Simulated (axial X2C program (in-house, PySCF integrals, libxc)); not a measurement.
**TaCl: properties at the nuclei**

Computed with an axial X2C code built on PySCF integrals: two-component X2C with atomic mean-field Coulomb and Gaunt terms, Gaussian nuclei, basis Ta dyall-cv3z, Cl dyall-av3z with contracted cores.

R = 2.281 Å (near the PBE0 minimum at charge 0 of the determinant lowest at the starting distance; the state shown can have its own minimum elsewhere).

Determinant 0.00 eV from it at PBE0 and this distance, Ω = 2 (⟨Sz⟩ = -0.95, ⟨Lz⟩ = 2.95 at PBE0), spin on the atoms Ta -0.96, Cl 0.01:

```json
{"level": "PBE0", "Eeff magnitude (GV/cm)": "10.8", "Ws magnitude Ta (kHz)": "5.2", "A∥/gI Ta (MHz)": "979", "qzz Ta (a.u.)": "-3.60", "A∥/gI Cl (MHz)": "42.2", "qzz Cl (a.u.)": "0.77", "μ (D)": "-1.88"}
{"level": "HF", "Eeff magnitude (GV/cm)": "77.2", "Ws magnitude Ta (kHz)": "38.3", "A∥/gI Ta (MHz)": "871", "qzz Ta (a.u.)": "-5.99", "A∥/gI Cl (MHz)": "42.6", "qzz Cl (a.u.)": "0.57", "μ (D)": "-1.94"}
{"level": "PBE50", "Eeff magnitude (GV/cm)": "22.6", "Ws magnitude Ta (kHz)": "11", "A∥/gI Ta (MHz)": "1020", "qzz Ta (a.u.)": "-4.54", "A∥/gI Cl (MHz)": "39.2", "qzz Cl (a.u.)": "0.74", "μ (D)": "-2.11"}
{"level": "PBE", "Eeff magnitude (GV/cm)": "4.95", "Ws magnitude Ta (kHz)": "2.33", "A∥/gI Ta (MHz)": "959", "qzz Ta (a.u.)": "-2.79", "A∥/gI Cl (MHz)": "47.4", "qzz Cl (a.u.)": "0.78", "μ (D)": "-1.53"}
{"level": "B3LYP", "Eeff magnitude (GV/cm)": "9.75", "Ws magnitude Ta (kHz)": "4.76", "A∥/gI Ta (MHz)": "991", "qzz Ta (a.u.)": "-3.44", "A∥/gI Cl (MHz)": "40.6", "qzz Cl (a.u.)": "0.73", "μ (D)": "-1.83"}
```

Determinant 0.15 eV from it at PBE0 and this distance, Ω = 3 (⟨Sz⟩ = 1.98, ⟨Lz⟩ = 1.02 at PBE0), spin on the atoms Ta 2.00, Cl -0.02:

```
level  Eeff magnitude (GV/cm)  Ws magnitude Ta (kHz)  A∥/gI Ta (MHz)  qzz Ta (a.u.)  A∥/gI Cl (MHz)  qzz Cl (a.u.)  μ (D)
 PBE0                    25.5                    8.3            1830           1.42              25           0.76  -2.89
   HF                    30.6                   10.1            1610          -0.03            11.7           0.47  -3.31
PBE50                    26.7                   8.72            1800           0.90            20.8           0.72  -3.27
  PBE                    24.1                   7.82            1860           1.87            30.1           0.80  -2.44
B3LYP                    26.7                   8.72            1890           1.62            26.4           0.75  -2.76
```

Eeff is the effective electric field on the electron electric dipole moment in this Ω state and Ws the scalar–pseudoscalar constant of the nucleus named (defined with the proton number Z and per Ω); A∥ (defined per Ω) follows by multiplying with gI = μI/(I μN); qzz is the electric field gradient, eQq0 = 234.96 MHz × Q/barn × qzz; μ is positive if the Cl end (last atom) is positive. The operators were transformed with the bare-nucleus X2C matrices; with these basis sets, hyperfine constants and field gradients can be off by tens of per cent, and where levels differ in sign neither size nor sign is settled.

Q: With gI(181Ta) = 0.6773, gI(35Cl) = 0.5479, Q(35Cl) = -0.08112 barn (g factors from the IAEA table of nuclear moments by Stone; Q from Pyykkö, Mol. Phys. 2018), turn the PBE0 values of the first state into constants in MHz.

A: A∥(181Ta) = 979 × 0.6773 = 663 MHz; A∥(35Cl) = 42.2 × 0.5479 = 23.1 MHz; eQq0(35Cl) = 234.96 × (-0.08112) × (0.77) = -14.7 MHz.

Each state is one determinant with collinear spin, which with several unpaired electrons need not be a pure state. Unrestricted Hartree–Fock can overshoot spin polarisation at the nuclei. With several open shells hyperfine constants can be off by a factor of several. Where Eeff spreads by more than a factor of two the levels disagree and none is to be relied on. Open-shell Ω = 0 determinants with evenly filled partner blocks cannot be reached by this program, so the Ω shown need not be the lowest component. At HF, PBE, PBE0, PBE50 a later determinant lies lower. States lie within half an eV, so the first need not be the ground state. Further determinants of the search, some of them spin-mixed, are not shown. Where a field gradient or hyperfine factor spreads by more than a factor of two over the levels, a constant derived from it is not to be relied on. PBE0 term energies can be off by some tenths of an eV.
